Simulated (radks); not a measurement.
Results of a calculation; reference values are marked as such.
Q: The iodine anion I-, [Xe], held by a Watson sphere: a shell of charge +1 at radius R that stands for the Madelung well of a crystal (potential energy -1/R inside, -1/r outside, in hartree with lengths in bohr). Code: a radial shooting solver on a logarithmic mesh with Libxc functionals. Model: scalar-relativistic Kohn-Sham, PBE, spin-polarised, spherical densities, finite nucleus; Fermi nuclear charge, rms radius of each element as measured or else 0.836 A^(1/3) + 0.57 fm. Response by self-consistent Sternheimer equations with the Hartree and adiabatic LDA kernel, the relativistic mass of each level held fixed and spin-orbit coupling left out. The sphere does not respond.

R (bohr)  e(4d) (eV)  e(5s) (eV)  e(5p) (eV)  <r> 5p (bohr)  sum of <r^2> (bohr^2)  X-ray form factor at sin(theta)/lambda = 0.3 1/angstrom  alpha (bohr^3)
2.42         -49.694     -17.835      -7.701          2.469                  68.55                                                   36.595           35.66
2.65         -49.455     -17.519      -7.499          2.498                  69.69                                                   36.603           37.77
2.84         -49.284     -17.268      -7.316          2.521                  70.60                                                   36.611           39.66
3.48         -48.745     -16.491      -6.653          2.585                  73.24                                                   36.635           46.58
4.18         -48.153     -15.752      -5.942          2.632                  75.36                                                   36.649           54.23
4.6          -47.808     -15.359      -5.550          2.652                  76.30                                                   36.653           58.52
4.83         -47.626     -15.160      -5.350          2.660                  76.73                                                   36.654           60.73

Estimate the row for R = 3.42 bohr.

A: e(4d) (eV) -48.795; e(5s) (eV) -16.560; e(5p) (eV) -6.716; <r> 5p (bohr) 2.580; sum of <r^2> (bohr^2) 73.02; X-ray form factor at sin(theta)/lambda = 0.3 1/angstrom 36.634; alpha (bohr^3) 45.91.
